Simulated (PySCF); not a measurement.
**NMR data sheet: C5H7NO2Si**

| Quantity | Value |
| --- | --- |
| Formula | C5H7NO2Si |
| SMILES | C=C(C#N)C[SiH2]C(=O)O |
| InChI | InChI=1S/C5H7NO2Si/c1-4(2-6)3-9-5(7)8/h1,3,9H2,(H,7,8) |
| Point group of the computed structure | C1 |
| Degrees of unsaturation | 4 |
| Carbon signals | 5 |
| Proton signals | 5 |

Atom-mapped SMILES (the numbers label the heavy atoms): `[CH2:1]=[C:2]([C:3]#[N:4])[CH2:5][SiH2:6][C:7](=[O:8])[OH:9]`. Hydrogens are named by the atom that carries them. Ha(C1) is cis to C3; Hb(C1) is trans to C3.

No solvent, averaged over atoms made equivalent by symmetry, fast rotation or ring inversion, a single conformation, non-relativistic Hamiltonian. Shielding tensors at PBE0/pcSseg-1 (GIAO); geometry from GFN2-xTB; PySCF 2.14.

Referencing at the same level of theory: 1H (31.72 ppm), 13C (186.93 ppm), 29Si (349.16 ppm) against TMS; 15N (267.73 ppm) against NH3; 17O (336.08 ppm) vs H2O.

| carbon | δC, type | δH (multiplicity) | HMBC from (2–3 bonds) | span of the C tensor (ppm) |
| --- | --- | --- | --- | --- |
| C1 | 142.2, CH2 | Hb(C1) 6.42 (br s); Ha(C1) 6.25 (br s) | H(C5) | 235 |
| C2 | 123.6, C | – | Hb(C1), Ha(C1), H(Si6), H(C5) | 207 |
| C3 | 124.0, C | – | Hb(C1), Ha(C1), H(C5) | 353 |
| C5 | 22.3, CH2 | 2.13 (t) | Hb(C1), Ha(C1), H(Si6) | 37 |
| C7 | 184.3, C | – | H(Si6), H(C5) | 181 |

Other nuclei:
```tsv
atoms	nucleus	environment	δ (ppm)	σ (ppm)
H(O9)	1H	hydrogen on an acid hydroxyl oxygen	6.87	24.85
H(Si6)	1H	hydrogen on a silicon bonded to 2 C	4.58	27.13
Si6	29Si	silicon bonded to 2 C, 2 H	-59.1	408.3
N4	15N	nitrile nitrogen	315.2	-47.5
O8	17O	carbonyl oxygen	508.7	-172.6
O9	17O	acid hydroxyl oxygen	241.5	94.5
```

1. Carbon types of the structure: 3 × C, 2 × CH2, leaving 3 H on heteroatoms.
2. δC 184.3: carbonyl carbon.
3. δC 142.2: terminal =CH2 carbon; the olefinic region.
4. δC 124.0: nitrile carbon; C≡N carbons fall here, among the sp2 signals but without a proton.
5. δC 123.6: fully substituted alkene carbon; the olefinic region.
6. δH 2.13: hydrogen on an allylic sp3 CH2 bonded to Si; allylic position.

Exchangeable OH/NH protons stand at their gas-phase positions; hydrogen bonding in a real sample shifts them, mostly to higher δ. Shifts are as computed. Against solution values, carbons near 30 ppm lie about +3 ppm off and those near 130 ppm about +5 ppm. Of 1211 compounds with measured shifts, 218 miss one by over three times the rms of a fit or turn the order of signals round; such compounds aren't used in these exercises. In solution the two oxygens of a carboxylic acid exchange roles by proton transfer and give one 17O line. Hydrogen bonding in solution shields acid and N–H amide carbonyl oxygens by tens of ppm. The C=O carbon of an acid or of an amide with N–H lies up to 10 ppm further downfield in solution, through hydrogen bonding that the calculation lacks. Unscaled 17O shifts of doubly bonded oxygen tend to come out too high, by tens of ppm or more. Experimental scales use liquid or dissolved standards, which lie at an offset from isolated NH3 (liquid NH3: subtract about 20 ppm) and H2O (liquid H2O: subtract about 36 ppm). Unscaled 15N shifts of sp2 nitrogen come out 20 to 40 ppm too high even then. No couplings were computed; multiplicities are counted from neighbouring protons, with m where these are inequivalent, close in shift, in a saturated or five-membered ring or joined by F or P, and br s for small geminal =CH2 splittings.
